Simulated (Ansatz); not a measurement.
`[OH][GaH][GeH3]` + H₂O → `[OH][GaH][OH]` + GeH₄ at 700 K and 1 bar (formal hydrolysis of a Ga–Ge bond).

Isolated molecules relaxed with PBE0-D4/def2-TZVP in Ansatz; ΔE leaves out vibrations. CCSD(T)/CBS is the MP2 limit (def2-TZVPP, def2-QZVPP) plus CCSD(T) − MP2 in def2-TZVPP, frozen cores. This one scheme is used for every species. For Ga, Ge outer-core shells are correlated without core-valence functions, which leaves a few kJ/mol of doubt a bond. Scalar relativity is left out up to krypton. One conformer a species, not always the lowest.

```json
{"species": "`[OH][GaH][GeH3]`", "CCSD(T)/CBS energy (Eh)": "-4078.25778", "H − E (kJ/mol)": "182.9", "S (J/(mol·K))": "449.5"}
{"species": "H₂O", "CCSD(T)/CBS energy (Eh)": "-76.37941", "H − E (kJ/mol)": "80.5", "S (J/(mol·K))": "218.4"}
{"species": "`[OH][GaH][OH]`", "CCSD(T)/CBS energy (Eh)": "-2076.15156", "H − E (kJ/mol)": "141.5", "S (J/(mol·K))": "370.6"}
{"species": "GeH₄", "CCSD(T)/CBS energy (Eh)": "-2078.49493", "H − E (kJ/mol)": "112.9", "S (J/(mol·K))": "267.3"}
```

H − E and S are ideal-gas, rigid-rotor, harmonic terms from PBE0-D4/def2-TZVP, for one conformer and one mirror image of each species. 1 Eh = 2625.50 kJ/mol, R = 8.31446 J/(mol·K).

Task: By hand: ΔE, ΔH, ΔS and ΔG.

Result: ΔE = (-2076.15156) + (-2078.49493) − (-4078.25778) − (-76.37941) = -0.00930 Eh = -24.4 kJ/mol. Δ(H − E) = 141.5 + 112.9 − 182.9 − 80.5 = -9.0, so ΔH = -33.4 kJ/mol. ΔS = 370.6 + 267.3 − 449.5 − 218.4 = -30.0 J/(mol·K). ΔG = -33.4 − 700 × (-30.0)/1000 = -12.4 kJ/mol.

Task: By hand: the equilibrium constant, and the temperature at which ΔG would vanish if ΔH and ΔS stayed fixed.

Result: log₁₀ K = −ΔG/(RT ln 10) = 0.9. ΔG = 0 at ΔH/ΔS = 1113 K.

TΔS isn't small against ΔH here. A doubt of 5 kJ/mol in ΔE shifts log₁₀ K by 0.4 here. Other conformers and mirror images would add mixing entropy, several J/(mol·K) or more a flexible species. Modes under 60 cm⁻¹, often nearly free rotors, make the harmonic entropy too high. These are equilibria of isolated gas molecules and say nothing of rates. Largest T1 diagnostic: 0.015 (customary marks: 0.02 for closed shells, 0.045 for open ones).
